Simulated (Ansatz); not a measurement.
C$_{8}$H$_{16}$, SMILES `C[C@@H]1CCCC[C@H]1C`, relaxed with RKS PBE-D4/def2-SVP in Ansatz from a rough embedded geometry. The force threshold is 0.03 eV/Å; the program also tests the step.

Total charge 0; spin multiplicity 1.

Start:

```xyz
24

C     1.621   -0.119   -1.526
C     0.545   -0.780   -0.665
C    -0.862   -0.447   -1.173
C    -1.258    0.999   -0.897
C    -1.160    1.298    0.595
C     0.253    1.025    1.098
C     0.710   -0.412    0.821
C    -0.010   -1.411    1.727
H     1.571    0.964   -1.468
H     2.611   -0.431   -1.199
H     1.500   -0.410   -2.568
H     0.682   -1.865   -0.755
H    -1.584   -1.108   -0.688
H    -0.911   -0.645   -2.247
H    -0.603    1.677   -1.448
H    -2.279    1.172   -1.247
H    -1.876    0.678    1.138
H    -1.419    2.343    0.784
H     0.306    1.216    2.172
H     0.941    1.719    0.610
H     1.779   -0.472    1.061
H    -1.079   -1.427    1.536
H     0.145   -1.149    2.772
H     0.378   -2.415    1.567
```

Task: By how much does the energy fall, and how many steps does the optimiser take? (Best estimate.)

Result: The calculation gave: 0.14 eV, in 3 steps.

Task: Which bonds change most? (Best estimate.)

Result: The calculation gave: C8–H22 from 1.086 to 1.109 Å; C1–H9 from 1.086 to 1.109 Å; C8–H23 from 1.088 to 1.110 Å; C4–H15 from 1.091 to 1.113 Å.

Task: Give the relaxed structure. (Best estimate.)

Result: Computed: 
```xyz
24

C     1.640   -0.111   -1.535
C     0.558   -0.779   -0.674
C    -0.865   -0.457   -1.181
C    -1.286    0.992   -0.898
C    -1.154    1.327    0.594
C     0.263    1.029    1.106
C     0.708   -0.424    0.832
C    -0.020   -1.429    1.736
H     1.584    0.996   -1.501
H     2.655   -0.398   -1.193
H     1.545   -0.411   -2.599
H     0.705   -1.879   -0.768
H    -1.592   -1.143   -0.692
H    -0.930   -0.674   -2.269
H    -0.653    1.692   -1.488
H    -2.328    1.161   -1.244
H    -1.897    0.732    1.170
H    -1.410    2.391    0.779
H     0.334    1.240    2.195
H     0.974    1.729    0.616
H     1.792   -0.493    1.079
H    -1.114   -1.442    1.561
H     0.137   -1.187    2.808
H     0.352   -2.460    1.566
```
